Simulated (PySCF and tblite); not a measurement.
2 E/Z isomers of C₆H₅N, numbered alike:

```
isomer                                          SMILES  descriptors
     A  [CH:1]#[C:2]/[CH:3]=[C:4](/[CH3:5])[C:6]#[N:7]        3=4 Z
     B  [CH:1]#[C:2]/[CH:3]=[C:4](\[CH3:5])[C:6]#[N:7]        3=4 E
```

Each isomer is a Boltzmann average at 298.15 K over at most 6 conformers: GFN2-xTB geometries, energies PBE0/pcSseg-1 (D3(BJ) added where defined), GIAO shieldings PBE0/pcSseg-1, GFN2-xTB thermal terms. Programs: PySCF with density fitting and tblite.

(1) What shifts does each isomer give (ppm)?

(2) Which carbons tell the isomers apart best?

Unscaled ¹⁵N shifts at such levels can be off by tens of ppm; differences between conformers or isomers are more reliable. Shifts are unscaled: against experiment ¹³C can be off by 15 ppm or more and ¹H by 0.8 ppm.

Answers

(1) 
A: ¹H (against TMS): 6.22 (H3, 1H), 3.40 (H1, 1H), 2.11 (H5, 3H). ¹³C (against TMS): 131.3 (C4), 130.9 (C3), 122.4 (C6), 100.8 (C1), 83.9 (C2), 24.5 (C5). ¹⁵N (against NH3): 331.0 (N7).

B: ¹H (against TMS): 6.34 (H3, 1H), 3.70 (H1, 1H), 2.30 (H5, 3H). ¹³C (against TMS): 132.2 (C4), 131.0 (C3), 124.4 (C6), 105.4 (C1), 83.3 (C2), 22.0 (C5). ¹⁵N (against NH3): 326.5 (N7).

(2) C1: 100.8 in A, 105.4 in B; C5: 24.5 in A, 22.0 in B; C6: 122.4 in A, 124.4 in B ppm.


¹⁵N shifts are against a computed isolated NH3 molecule, about 20 ppm from the liquid.